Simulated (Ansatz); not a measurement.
Reaction (cleavage of the Si–B bond): `C[SiH2]BS` + `OB(O)O` → `C[SiH2]OB(O)O` + `BS`

Isolated molecules relaxed with PBE0-D4/def2-TZVP in Ansatz; ΔE leaves out vibrations. CCSD(T)/CBS adds triple-zeta CCSD(T) − MP2 to the extrapolated MP2 energy (def2 sets, frozen cores). This one scheme is used for every species. DFT in def2-TZVPP. B3LYP here is the variant with VWN-RPA as its local correlation; programs differ in this. Each species was taken in one conformer, which may not be the lowest.

`C[SiH2]BS`:

Z-matrix (Å, degrees):
```
C
Si 1 1.879
H 1 1.092 2 110.9
H 1 1.092 2 110.8 3 120.1
H 1 1.092 2 110.6 3 -119.9
B 2 2.007 1 112.3 3 60.8
H 2 1.495 1 109.7 3 -61.5
H 2 1.494 1 109.3 3 -178.5
S 6 1.763 2 123.7 1 -125.7
H 6 1.196 2 123.1 1 54.3
H 9 1.347 6 99.9 2 0.3
```

`OB(O)O`:

```xyz
7

O     0.459    0.398   -1.223
B     0.000    0.000    0.000
O    -1.064    0.638    0.571
O     0.605   -1.037    0.653
H    -0.045    1.133   -1.579
H    -1.292    0.269    1.427
H     1.337   -1.402    0.152
```

`C[SiH2]OB(O)O`:

```xyz
13

C    -0.228   -1.701    1.030
Si   -0.723   -0.959   -0.600
O     0.277    0.294   -1.024
B     0.535    1.479   -0.406
O    -0.054    1.762    0.795
O     1.381    2.395   -0.967
H     0.799   -2.071    0.998
H    -0.305   -0.957    1.825
H    -0.884   -2.540    1.279
H    -0.596   -1.952   -1.697
H    -2.127   -0.471   -0.551
H     0.196    2.627    1.127
H     1.729    2.093   -1.809
```

`BS`:

Z-matrix (Å, degrees):
```
B
S 1 1.765
H 1 1.192 2 115.8
H 1 1.190 2 121.4 3 -180.0
H 2 1.344 1 99.2 3 180.0
```

| level | ΔE (kJ/mol) | difference from CCSD(T)/CBS |
| --- | --- | --- |
| PBE-D4 | -87.9 | 22.1 |
| r2SCAN-D4 | -105.8 | 4.2 |
| PBE0-D4 | -95.4 | 14.6 |
| B3LYP-D4 | -111.7 | -1.7 |
| ωB97X-V | -110.2 | -0.2 |
| ωB97M-V | -113.2 | -3.2 |
| B2PLYP | -114.1 | -4.1 |
| PBE | -87.2 | 22.8 |
| r2SCAN | -105.4 | 4.6 |
| HF/def2-TZVPP | -134.4 | -24.4 |
| MP2/def2-TZVPP | -115.0 | -5.0 |
| HF/def2-QZVPP | -136.3 | -26.3 |
| MP2/def2-QZVPP | -115.8 | -5.8 |
| SCS-MP2/def2-QZVPP | -119.5 | -9.5 |
| HF/CBS(def2) | -136.6 | -26.6 |
| CCSD/CBS(def2) | -113.4 | -3.4 |
| CCSD(T)/CBS | -110.0 | 0 |

Largest T1 diagnostic among the species: 0.015.

In def2-TZVPP, CCSD(T) changes the Hartree–Fock value by +24.6 kJ/mol (the triples alone add +3.4 kJ/mol) and MP2 by +19.4 kJ/mol. From PBE to PBE0 (25 % exact exchange), in def2-TZVPP and without D4, ΔE moves by −7.6 kJ/mol.
